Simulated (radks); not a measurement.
Question: All-electron atom: Tl4+ in [Kr] 4d10 4f14 5s2 5p5.75 5d9 6p0.25 (fractional occupations, a model configuration). All-electron calculation, Dirac Kohn-Sham, OLYP, spin-unpolarised, spherical densities, finite nucleus; open shells fill j = l - 1/2 first; Fermi nuclear charge, rms radius 5.4759 fm. Program: a radial shooting solver on a logarithmic mesh with Libxc functionals.

Spin-orbit splittings of the eigenvalues, e(l+1/2) - e(l-1/2), with zeta = 2 splitting/(2l+1) and mean radii in bohr:

| shell | occ. | splitting (eV) | zeta (eV) | <r> j=l-1/2 | <r> j=l+1/2 |
|---|---|---|---|---|---|
| 2p | 6 | ? | ? | 0.05589 | 0.06468 |
| 3p | 6 | 459.2 | 306.2 | 0.1674 | 0.1834 |
| 3d | 10 | 98.22 | 39.29 | 0.1594 | 0.1643 |
| 4p | 6 | 111.8 | 74.55 | 0.3929 | 0.4272 |
| 4d | 10 | 20.90 | 8.362 | 0.4329 | 0.4440 |
| 4f | 14 | 4.632 | 1.323 | 0.4630 | 0.4695 |
| 5p | 5.75 | 20.66 | 13.78 | 0.9341 | 1.023 |
| 5d | 9 | 2.540 | 1.016 | 1.261 | 1.299 |
| 6p | 0.25 | 2.955 | 1.970 | 2.375 | 2.577 |

Estimate the 2p splitting.

Answer: 2065 eV (zeta = 1377 eV).
